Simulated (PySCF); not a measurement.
# One molecule, several mistakes: C2GeH7N

All numbers below are calculated, not measured. The program is PySCF 2.14.0, an open-source quantum chemistry code, run on an isolated molecule that a program drew, which may never have been made. The molecule is C2GeH7N (charge 0, singlet), drawn as the SMILES string `C[CH](N)[GeH]`.

Each row is a Hartree-Fock (HF) and frozen-core CCSD(T) single point in the cc-pVDZ basis, meant for a local HF minimum. Run 1 is clean. Each other run has one planted mistake out of seven kinds, and not every kind appears here: one electron removed, one electron added, multiplicity raised by two, geometry at a saddle point, minimal basis STO-3G, one bond length entered in bohr, all coordinates scaled. The reference is restricted for singlets and unrestricted otherwise, and also for a bond in bohr. Adding or removing an electron swaps singlet and doublet. Electrons count all cores. HOMO and LUMO are orbital energies over both spins, the gradient is its largest component, and the lowest frequency (negative if imaginary) is given only where the gradient is small. Bond lengths are over the 10 bonds as drawn. T1 is the CCSD diagnostic: over 0.02 (restricted) or 0.045 (unrestricted) a single reference is doubtful. Germanium has the cc-pVDZ-PP basis, with a core potential (ECP10MDF) in place of its 10 inner electrons, and its 3s, 3p and 3d shells are frozen in CCSD(T).

Geometry of the clean run:
```xyz
11
C2GeH7N, angstrom
C    -1.6721   -0.4548   -0.8250
C    -0.1576   -0.2550   -0.9762
N     0.4575    0.5543    0.0725
Ge    0.8500   -2.0049   -1.1044
H    -2.0996   -0.9845   -1.6799
H    -2.1830    0.5111   -0.7430
H    -1.9165   -1.0221    0.0802
H     0.0268    0.2550   -1.9284
H     0.3551    0.1109    0.9712
H    -0.0060    1.4465    0.1501
H     0.2552   -2.3998   -2.5261
```

| run | electrons | basis functions | <S^2> | HOMO (eV) | LUMO (eV) | gradient (hartree/bohr) | lowest frequency (cm^-1) | mean bond (Å) | longest bond (Å) | T1 | HF (hartree) | CCSD(T) (hartree) | mistake |
|---|---|---|---|---|---|---|---|---|---|---|---|---|---|
| 1 | 58 | 100 | 0.000 | -8.47 | 0.67 | 1.7e-05 | 139 | 1.3006 | 2.023 | 0.0104 | -427.59245 | -428.20526 | no fault |
| 2 | 57 | 100 | 0.784 | -15.35 | -6.50 | 5.7e-02 | - | 1.3006 | 2.023 | 0.0240 | -427.31789 | -427.90332 | one electron removed |
| 3 | 58 | 100 | 1.232 | -8.37 | 0.99 | 3.4e-02 | - | 1.4305 | 2.760 | 0.0463 | -427.49457 | -428.06358 | one bond length entered in bohr |
| 4 | 59 | 100 | 0.764 | -0.76 | 7.87 | 1.6e-02 | - | 1.3006 | 2.023 | 0.0111 | -427.59335 | -428.21552 | ? |

**Which mistake was planted in run 4, and what did it cost?**

It counts 59 electrons, one more than the clean run, at the same geometry and basis. So the mistake is: one electron added. Subtracting run 1 and multiplying by 627.51 kcal/mol a hartree, the energy moved by -0.6 kcal/mol in HF and -6.4 kcal/mol in CCSD(T).

Cautions from the logs. Run 3: T1 is over the limit, so its CCSD(T) energy is less reliable.
